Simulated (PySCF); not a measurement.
C4H7FSi. Atoms are numbered in the order given.

```xyz
13

F      0.8673    -1.3656    -0.5689
C      0.0810    -0.3185    -0.1138
Si     1.2533     1.0543     0.5113
C     -1.0478    -0.6941     0.8083
C     -1.9855    -0.1729     0.0004
C     -1.0228     0.1484    -1.1142
H      0.4425     2.2483     0.8982
H      2.2071     1.4255    -0.5757
H      2.0178     0.5601     1.6946
H     -1.0592    -1.1514     1.8006
H     -3.0567     0.0135     0.1165
H     -1.0716    -0.5329    -1.9773
H     -0.9811     1.1897    -1.4790
```
Charge 0, spin multiplicity 1.

Geometry: PBE0-D3(BJ)/def2-SVP. The structure was generated by enumeration; whether it is a known compound was not checked.

These are PySCF with TDA-B3LYP/def2-SVPD values and carry that method's errors.

Vertical excitations. Gas-phase values at a fixed geometry.

```json
[
 {"state": "S1", "energy (eV)": "6.11", "λ (nm)": "203", "f": "0.070", "main pairs": "HOMO−1→LUMO 57 %, HOMO→LUMO 40 %"},
 {"state": "S2", "energy (eV)": "6.79", "λ (nm)": "182", "f": "0.062", "main pairs": "HOMO→LUMO+1 31 %, HOMO→LUMO 26 %, HOMO−1→LUMO 24 %, HOMO−2→LUMO 13 %"},
 {"state": "S3", "energy (eV)": "6.94", "λ (nm)": "179", "f": "0.011", "main pairs": "HOMO→LUMO+1 54 %, HOMO−2→LUMO 37 %"},
 {"state": "S4", "energy (eV)": "7.08", "λ (nm)": "175", "f": "0.072", "main pairs": "HOMO−2→LUMO 45 %, HOMO→LUMO 16 %, HOMO→LUMO+1 12 %, HOMO−1→LUMO 12 %"},
 {"state": "S5", "energy (eV)": "7.34", "λ (nm)": "169", "f": "0.012", "main pairs": "HOMO→LUMO+3 55 %, HOMO→LUMO+2 42 %"},
 {"state": "S6", "energy (eV)": "7.42", "λ (nm)": "167", "f": "0.016", "main pairs": "HOMO→LUMO+4 54 %, HOMO→LUMO+2 23 %, HOMO→LUMO+3 11 %"},
 {"state": "S7", "energy (eV)": "7.53", "λ (nm)": "165", "f": "0.043", "main pairs": "HOMO→LUMO+4 35 %, HOMO→LUMO+2 28 %, HOMO→LUMO+3 27 %"},
 {"state": "S8", "energy (eV)": "7.65", "λ (nm)": "162", "f": "0.021", "main pairs": "HOMO−1→LUMO+1 90 %"},
 {"state": "S9", "energy (eV)": "7.90", "λ (nm)": "157", "f": "0.016", "main pairs": "HOMO→LUMO+5 41 %, HOMO−3→LUMO 31 %, HOMO−4→LUMO 11 %"},
 {"state": "S10", "energy (eV)": "7.95", "λ (nm)": "156", "f": "0.005", "main pairs": "HOMO−3→LUMO 48 %, HOMO→LUMO+5 31 %"},
 {"state": "T1", "energy (eV)": "4.17", "λ (nm)": "297", "f": "0", "main pairs": "HOMO→LUMO 87 %"},
 {"state": "T2", "energy (eV)": "5.84", "λ (nm)": "212", "f": "0", "main pairs": "HOMO−1→LUMO 89 %"},
 {"state": "T3", "energy (eV)": "6.70", "λ (nm)": "185", "f": "0", "main pairs": "HOMO→LUMO+1 51 %, HOMO−2→LUMO 36 %"},
 {"state": "T4", "energy (eV)": "6.75", "λ (nm)": "184", "f": "0", "main pairs": "HOMO−2→LUMO 55 %, HOMO→LUMO+1 36 %"}
]
```
Triplets are in the Tamm–Dancoff approximation.
